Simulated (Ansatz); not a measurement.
Ansatz (a quantum-chemistry and plane-wave program) input:

Ansatz 0.2 input:
```yaml
crystal:
  periodic: [false, false, false]
  atoms:
    - {symbol: C, position_ang: [1.91104367, 0.13219483, 0.19550182]}
    - {symbol: Ge, position_ang: [0.02851588, 0.00178059, 0.00242466]}
    - {symbol: F, position_ang: [-0.71854828, 1.53360103, -0.24060426]}
    - {symbol: F, position_ang: [-0.48006097, -0.95976920, -1.33361128]}
    - {symbol: F, position_ang: [-0.72329221, -0.70541428, 1.38000589]}
    - {symbol: H, position_ang: [2.46992694, 0.88939108, -0.33602866]}
    - {symbol: H, position_ang: [2.44841620, -0.55529684, 0.83331531]}
basis:
  gaussian:
    orbitals: cc-pVTZ
hamiltonian:
  xc: pbe
magnetization: {spin_polarized: true, initial_magnetization: 1}
correlation: {method: rpa, electrons: outside_noble_gas}
```

**Question.** Which total energy does the run end on?

**Answer.** -2414.45001 Eh (RPA@PBE/cc-pVTZ). The basis has 191 functions.

It need not be the lowest isomer of its formula.
